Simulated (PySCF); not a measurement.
## MoBr₂: how level, basis and relativity move the structure

Each row is its own optimisation.

Each entry is the lowest minimum that a search over a few typed start shapes (and spin states, where more than one is plausible) found, or that minimum re-optimised at the stated level; isomers with ligand–ligand bonds, or fragments after loss of a ligand pair, can lie lower. Open shells are unrestricted; no spin–orbit coupling; PySCF with density fitting.

```json
{"level": "PBE0/def2-SVP (scalar-relativistic core potentials)", "2S+1": "5", "point group": "C2v", "mean bond to Mo (Å)": "2.420", "polar-tensor charge of Mo": "1.07", "lowest ω (cm⁻¹)": "44", "dipole (D)": "2.39", "highest ω (cm⁻¹)": "314"}
{"level": "B3LYP/def2-TZVP (scalar-relativistic core potentials)", "2S+1": "?", "point group": "?", "mean bond to Mo (Å)": "?", "polar-tensor charge of Mo": "?", "lowest ω (cm⁻¹)": "?", "dipole (D)": "?", "highest ω (cm⁻¹)": "?"}
{"level": "PBE/def2-TZVP (scalar-relativistic core potentials)", "2S+1": "5", "point group": "C2v", "mean bond to Mo (Å)": "2.410", "polar-tensor charge of Mo": "0.95", "lowest ω (cm⁻¹)": "45", "dipole (D)": "1.94", "highest ω (cm⁻¹)": "309"}
{"level": "PBE0/def2-TZVP (scalar-relativistic core potentials)", "2S+1": "5", "point group": "C2v", "mean bond to Mo (Å)": "2.409", "polar-tensor charge of Mo": "1.10", "lowest ω (cm⁻¹)": "46", "dipole (D)": "2.45", "highest ω (cm⁻¹)": "315"}
```

Fill in the row of B3LYP/def2-TZVP (scalar-relativistic core potentials).

2S+1: 5; point group: C2v; mean bond to Mo (Å): 2.429; polar-tensor charge of Mo: 1.08; lowest ω (cm⁻¹): 47; dipole (D): 2.38; highest ω (cm⁻¹): 306.

Across these levels the mean bond spreads over 0.020 Å and the highest wavenumber over 9 cm⁻¹; all give the same point group.

The shape of PBE0/def2-SVP (scalar-relativistic core potentials) rests on a mode under 45 cm⁻¹ and is not firmly settled.

Levels that gave another bonding pattern or an unsound solution are left out.

Open d and f shells are single-determinant solutions and may miss the true ground state.
